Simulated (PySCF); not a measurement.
PySCF 2.14 output of a UHF calculation on a single atom or ion in x2c-TZVPPall with one added diffuse shell each of s, p, d, f type (9s7p5d3f, 76 functions), with the spin-free X2C one-electron Hamiltonian (Gaussian nucleus):

```
SCF conv_tol = 1e-09
number electrons alpha = 28  beta = 24
cycle= 1 E= -6790.63350778496  delta_E= -0.000798  |g|= 0.00683  |ddm|= 0.0362
cycle= 2 E= -6790.63357917683  delta_E= -7.14e-05  |g|= 0.00236  |ddm|= 0.011
cycle= 3 E= -6790.63359055875  delta_E= -1.14e-05  |g|= 0.000459  |ddm|= 0.00699
cycle= 4 E= -6790.63359120609  delta_E= -6.47e-07  |g|= 0.000193  |ddm|= 0.00227
cycle= 5 E= -6790.63359129478  delta_E= -8.87e-08  |g|= 4.87e-05  |ddm|= 0.000978
cycle= 6 E= -6790.63359130077  delta_E= -6e-09  |g|= 5.15e-06  |ddm|= 0.000321
cycle= 7 E= -6790.63359130082  delta_E= -4.46e-11  |g|= 7.18e-07  |ddm|= 3.19e-05
converged SCF energy = -6790.63359130082  <S^2> = 6.0019623  2S+1 = 5.0007849
```

The run itself started from symmetry-adapted Hartree-Fock orbitals and held the occupation by maximum overlap, so the iterations belong to that start.

Which element, charge and spin multiplicity is this?

Te (tellurium, neutral), multiplicity 5; the state was [Kr] 4d10 5s2 5p3 5d1, high-spin 5D determinant (an excited configuration).

The outer electron is Rydberg-like, and this basis confines it to a smaller radius and binds it less than a complete one would.
